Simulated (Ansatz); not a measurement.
A series at B: from `OB(O)O`, ligands are replaced one by one, each step taking up H–F and setting free H₂O; n counts the steps. Ansatz, PBE0-D4/def2-TZVP geometries. Each molecule was computed in one conformer, which needn't be the lowest.

| n | molecule | HOMO energy, ωB97M-V/def2-TZVPP (eV) |
| --- | --- | --- |
| 0 | `OB(O)O` | ? |
| 1 | `OB(O)F` | -12.21 |
| 2 | `OB(F)F` | -13.22 |
| 3 | `FB(F)F` | -14.75 |

Q: By hand: fit a straight line y = ȳ + b (n − n̄) to the 3 given rows and predict n = 0.

A: n̄ = 2.000, ȳ = -13.393; Σ(n − n̄)(y − ȳ) = -2.540, Σ(n − n̄)² = 2.000, so b = -1.270 eV a step. Prediction: -13.393 + (-1.270) × (-2.000) = -10.85 eV.

Q: By hand: compare with the computed value, -11.81 eV, and give the steps along the whole series.

A: The line misses by -0.96 eV (computed minus predicted). Steps: -0.40, -1.01, -1.53 eV.

The steps grow at each stage, from -0.40 to -1.53 eV, so the series is curved and an end member is harder to predict than an inner one. The highest orbital can change its character along such a series. The miss is 32.7 % of the series' range.
